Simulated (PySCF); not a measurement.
A structure optimised at PBE0-D3(BJ)/def2-SVP, used in a PySCF frequency run:

```xyz
4

Zr     0.0000     0.0000     0.7239
I      2.1220    -1.2251    -0.1821
I     -2.1220    -1.2251    -0.1821
I      0.0000     2.4502    -0.1821
```
Charge +1, spin multiplicity 1.

**Question.** Write its SMILES, formula and point group.

**Answer.** [I][Zr+]([I])[I], I3Zr, C3v

**Question.** What are its rotational constants (standard atomic weights)?

**Answer.** 0.42001, 0.42001, 0.22111 GHz
